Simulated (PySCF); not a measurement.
## Calculated data, CH3AlF, AlBF2, AlBHNO, AlBHO and others

Calculation on a computer-drawn molecule: optimised geometry and harmonic frequencies of an isolated molecule of the commonest isotopes, restricted reference for singlets and unrestricted otherwise, frozen core in MP2. Program: PySCF 2.14.0.

Common to all runs: charge 0.

```json
{"entry": 1, "formula": "CH3AlF", "start_structure": {"atoms_angstrom": [["C", 0.1096, -1.1809, -0.0511], ["Al", -1.8046, -1.4747, -0.0902], ["F", -2.8571, -0.4513, 0.7271], ["H", 0.8346, -1.8585, -0.5266], ["H", 0.6415, -0.2779, 0.4661], ["H", -2.4876, -2.6056, -0.7206]]}, "given": {"multiplicity": 2, "method": "HF", "basis": "cc-pV(D+d)Z", "drawn_bonds_atom": [1, 2, 1, 1, 2], "drawn_bonds_other_atom": [2, 3, 4, 5, 6], "drawn_bonds_order": [1, 1, 1, 1, 1]}, "results": {"optimised_atom_element": ["C", "Al", "F", "H", "H", "H"], "optimised_atom_x [angstrom]": [0.09903, -1.793, -2.765, 0.8221, 0.5724, -2.499], "optimised_atom_y [angstrom]": [-1.164, -1.475, -0.3903, -1.817, -0.32, -2.682], "optimised_atom_z [angstrom]": [-0.03687, -0.05834, 0.7316, -0.5249, 0.4618, -0.7686], "modes_frequency [cm^-1]": [219.6, 222.7, 502.6, 613.8, 649.1, 717.1, 750.6, 879.5, 1481, 2040, 3244, 3329], "modes_reduced_mass [dalton]": [1.079, 3.583, 1.22, 1.309, 1.357, 4.305, 1.31, 6.992, 1.125, 1.043, 1.056, 1.11], "rotational_constants [GHz]": [27.1, 6.278, 5.097], "total_energy [hartree]": -381.0154, "spin_squared": 0.7582, "convergence_status_largest_gradient_component [hartree/bohr]": 2.639e-05}}
{"entry": 2, "formula": "AlBF2", "start_structure": {"atoms_angstrom": [["F", -2.1123, -0.5394, -1.9032], ["B", -2.2232, 0.1249, -0.7325], ["F", -2.9834, -0.585, 0.3905], ["Al", -0.546, 1.3939, -0.0858]]}, "given": {"multiplicity": 1, "method": "HF", "basis": "cc-pV(D+d)Z", "drawn_bonds_atom": [1, 2, 2], "drawn_bonds_other_atom": [2, 3, 4], "drawn_bonds_order": [1, 1, 1]}, "results": {"optimised_atom_element": ["F", "B", "F", "Al"], "optimised_atom_x [angstrom]": [-2.241, -2.105, -2.992, -0.5278], "optimised_atom_y [angstrom]": [-0.5278, -0.03511, -0.5293, 1.487], "optimised_atom_z [angstrom]": [-1.866, -0.6324, 0.2354, -0.06753], "modes_frequency [cm^-1]": [135.2, 317.7, 378.6, 596.7, 1229, 1297], "modes_reduced_mass [dalton]": [18.02, 22.85, 11.85, 17.09, 12.78, 12.61], "rotational_constants [GHz]": [10.68, 3.506, 2.639], "total_energy [hartree]": -465.5587, "convergence_status_largest_gradient_component [hartree/bohr]": 3.285e-05}}
{"entry": 3, "formula": "AlBHNO", "start_structure": {"atoms_angstrom": [["O", -2.05, 0.7903, -0.4824], ["B", -0.9358, 0.3779, -0.3234], ["N", 0.3485, -0.1319, -0.176], ["Al", 1.1976, -1.4721, -1.1241], ["H", 0.8546, 0.3261, 0.5686]]}, "given": {"multiplicity": 1, "method": "MP2", "basis": "cc-pV(D+d)Z", "drawn_bonds_atom": [1, 2, 3, 3], "drawn_bonds_other_atom": [2, 3, 4, 5], "drawn_bonds_order": [2, 1, 1, 1]}, "results": {"optimised_atom_element": ["O", "B", "N", "Al", "H"], "optimised_atom_x [angstrom]": [-2.078, -0.9318, 0.3733, 1.173, 0.8784], "optimised_atom_y [angstrom]": [0.7829, 0.3764, -0.1285, -1.482, 0.342], "optimised_atom_z [angstrom]": [-0.5052, -0.3229, -0.1595, -1.148, 0.5978], "modes_frequency [cm^-1]": [115.5, 302.1, 464.0, 506.5, 613.8, 981.3, 1112, 1989, 3564], "modes_reduced_mass [dalton]": [13.28, 1.281, 8.158, 11.68, 5.232, 2.918, 1.827, 11.82, 1.074], "rotational_constants [GHz]": [36.47, 2.816, 2.615], "total_energy [hartree]": -397.0833, "convergence_status_largest_gradient_component [hartree/bohr]": 1.411e-05}}
{"entry": 4, "formula": "AlBHO", "start_structure": {"atoms_angstrom": [["B", -0.0413, 0.6436, -0.6417], ["Al", -0.6301, -1.2048, 0.2571], ["O", -0.9336, -2.5685, 1.1233], ["H", -0.627, 1.6123, -0.36]]}, "given": {"multiplicity": 2, "method": "HF", "basis": "cc-pV(D+d)Z", "drawn_bonds_atom": [1, 2, 1], "drawn_bonds_other_atom": [2, 3, 4], "drawn_bonds_order": [1, 2, 1]}, "results": {"optimised_atom_element": ["B", "Al", "O", "H"], "optimised_atom_x [angstrom]": [-0.2192, -0.6474, -0.881, -0.4844], "optimised_atom_y [angstrom]": [0.6041, -1.225, -2.657, 1.761], "optimised_atom_z [angstrom]": [-0.4959, 0.4086, 1.02, -0.5536], "modes_frequency [cm^-1]": [187.2, 192.8, 390.4, 610.1, 1207, 2825], "modes_reduced_mass [dalton]": [4.956, 5.808, 1.528, 3.893, 18.46, 1.097], "rotational_constants [GHz]": [1331, 5.209, 5.189], "total_energy [hartree]": -341.9402, "spin_squared": 0.7615, "convergence_status_largest_gradient_component [hartree/bohr]": 1.049e-05}}
{"entry": 5, "formula": "CH6B2O", "start_structure": {"atoms_angstrom": [["B", -2.2559, 0.2354, -0.6214], ["B", -0.8127, 0.6837, -1.1611], ["O", 0.2507, -0.1658, -1.3956], ["C", 0.1837, -1.5266, -1.236], ["H", -3.2263, 0.0308, -1.3057], ["H", -2.6312, 0.2578, 0.474], ["H", -0.5273, 1.7814, -1.4318], ["H", 1.2407, -1.9341, -1.4505], ["H", -0.5034, -2.0381, -1.8554], ["H", -0.0367, -1.8448, -0.1548]]}, "given": {"multiplicity": 1, "method": "HF", "basis": "cc-pVDZ", "drawn_bonds_atom": [1, 2, 3, 1, 1, 2, 4, 4, 4], "drawn_bonds_other_atom": [2, 3, 4, 5, 6, 7, 8, 9, 10], "drawn_bonds_order": [1, 1, 1, 1, 1, 1, 1, 1, 1]}, "results": {"optimised_atom_element": ["B", "B", "O", "C", "H", "H", "H", "H", "H", "H"], "optimised_atom_x [angstrom]": [-2.257, -0.8009, 0.1959, 0.1888, -3.263, -2.357, -0.6171, 1.049, 0.2637, -0.7213], "optimised_atom_y [angstrom]": [0.2748, 0.647, -0.1996, -1.57, -0.01588, 0.3656, 1.795, -1.807, -2.138, -1.872], "optimised_atom_z [angstrom]": [-0.4475, -1.264, -1.588, -1.292, -1.042, 0.7492, -1.601, -0.6669, -2.22, -0.7672], "modes_frequency [cm^-1]": [47.58, 186.0, 229.9, 298.3, 488.6, 554.3, 743.1, 977.7, 1006, 1025, 1231, 1275, 1281, 1289, 1462, 1587, 1609, 1611, 2624, 2656, 2711, 3174, 3256, 3279], "modes_reduced_mass [dalton]": [1.051, 2.603, 1.151, 2.023, 3.038, 1.124, 2.76, 1.671, 2.2, 1.657, 1.358, 1.647, 1.281, 1.379, 4.701, 1.045, 1.202, 1.072, 1.083, 1.064, 1.12, 1.037, 1.1, 1.108], "rotational_constants [GHz]": [15.98, 5.349, 4.256], "total_energy [hartree]": -165.5910, "convergence_status_largest_gradient_component [hartree/bohr]": 2.865e-06}}
{"entry": 6, "formula": "Al2H3NO", "start_structure": {"atoms_angstrom": [["O", 1.8666, -4.2328, -0.1192], ["Al", 1.1016, -2.8677, 0.0739], ["N", 0.2487, -1.3263, 0.3413], ["Al", -0.8694, -0.4893, 1.555], ["H", 0.4198, -0.623, -0.4631], ["H", -0.2878, 0.2339, 2.8095], ["H", -2.353, -0.5654, 1.355]]}, "given": {"multiplicity": 1, "method": "HF", "basis": "cc-pV(D+d)Z", "drawn_bonds_atom": [1, 2, 3, 3, 4, 4], "drawn_bonds_other_atom": [2, 3, 4, 5, 6, 7], "drawn_bonds_order": [2, 1, 1, 1, 1, 1]}, "results": {"rotational_constants [GHz]": null, "total_energy [hartree]": null}}
```

Questions
1. What rotational constants does the calculation give for Al2H3NO (entry 6)?
2. Give the missing total energy for Al2H3NO (entry 6).
3. Give the table of modes values for Al2H3NO (entry 6).

Answers
1. 29.94, 1.789, 1.688 GHz
2. -614.9381 hartree
3. 
Modes:
```csv
frequency (cm⁻¹),reduced mass (dalton)
108.8,5.191
152.7,1.524
243.4,6.393
274.6,4.562
508.1,1.795
542.5,1.149
658.5,1.194
677.3,3.072
828.3,1.092
888.5,3.322
1101,1.364
1234,18.21
2016,1.037
2024,1.047
3725,1.074
```

Further results for Al2H3NO (entry 6):

* convergence status largest gradient component: 1.057e-05 hartree/bohr

Optimised structure:
```xyz
7
Al2H3NO
O      2.3146    -3.7934     0.2155
Al     1.2026    -2.6772     0.2116
N     -0.0410    -1.4317     0.1857
Al    -0.7946    -0.4969     1.5227
H     -0.3885    -1.2049    -0.7355
H     -0.2664    -0.8354     2.9667
H     -1.9002     0.5689     1.1856
```
